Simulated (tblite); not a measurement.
Compound: C3H6F4Si.
Atom-mapped SMILES: `[CH3:1][Si@H:2]([F:3])[CH2:4][C:5]([F:6])([F:7])[F:8]` (hydrogens: H9, H10, H11 on C1; H12 on Si2; H13, H14 on C4)

Computed geometry: GFN2-xTB, gas phase.

Question: What internal coordinates does the optimisation give?

Answer: 
```json
{"bond": "C1–Si2", "length (Å)": "1.888", "order": "single"}
{"bond": "Si2–F3", "length (Å)": "1.618", "order": "single"}
{"bond": "Si2–C4", "length (Å)": "1.913", "order": "single"}
{"bond": "C4–C5", "length (Å)": "1.496", "order": "single"}
{"bond": "C5–F6, C5–F7, C5–F8", "length (Å)": "1.346", "order": "single"}
{"bond": "C1–H9, C1–H10, C1–H11", "length (Å)": "1.087", "order": "single"}
{"bond": "Si2–H12", "length (Å)": "1.454", "order": "single"}
{"bond": "C4–H13", "length (Å)": "1.090", "order": "single"}
{"bond": "C4–H14", "length (Å)": "1.090", "order": "single"}
```

Bonds in one row agree within 0.01 Å and their mean is given. Orders are formal, as drawn. A selection of angles:
```json
{"angle": "Si2–C1–H9", "degrees": "110.8"}
{"angle": "H9–C1–H10", "degrees": "107.4"}
{"angle": "C1–Si2–F3", "degrees": "108.7"}
{"angle": "C1–Si2–C4", "degrees": "111.5"}
{"angle": "C1–Si2–H12", "degrees": "116.8"}
{"angle": "F3–Si2–C4", "degrees": "102.5"}
{"angle": "F3–Si2–H12", "degrees": "105.1"}
{"angle": "C4–Si2–H12", "degrees": "111.0"}
{"angle": "Si2–C4–C5", "degrees": "111.5"}
{"angle": "Si2–C4–H13", "degrees": "110.7"}
{"angle": "Si2–C4–H14", "degrees": "111.8"}
{"angle": "C5–C4–H13", "degrees": "107.5"}
{"angle": "C5–C4–H14", "degrees": "107.6"}
{"angle": "H13–C4–H14", "degrees": "107.6"}
{"angle": "C4–C5–F6", "degrees": "112.7"}
{"angle": "F6–C5–F7", "degrees": "105.8"}
```

Torsions: C1–Si2–C4–C5 -71° (synclinal); Si2–C4–C5–F6 -57° (synclinal).

Of the pairs four or more bonds apart, F7···H11 is among the closest relative to their van der Waals radii: 2.69 Å, 101 % of the sum of Bondi's values. Si2 (fluorine-bound silicon) is distorted tetrahedral (angles from 102.5° to 116.8°). All 3 C–F bonds measure 1.345 to 1.347 Å. The C–Si distances run from 1.888 Å (C1–Si2, drawn single) to 1.913 Å (Si2–C4, drawn single), a spread of 0.025 Å.

Point group: C1 (no symmetry element, even within 0.4 Å). Its GFN2-xTB frequencies are all real (lowest 24 cm⁻¹). One conformer, not necessarily the lowest. 3 starts were optimised and ended at 0.00, 0.00 and 0.03 kcal/mol (GFN2-xTB); the lowest of these is shown.

On one thread of an Arm Neoverse V1, shared host with 32 logical CPUs at a one-minute load of 20, this took 0.89 s wall. These figures are those of the optimisation.
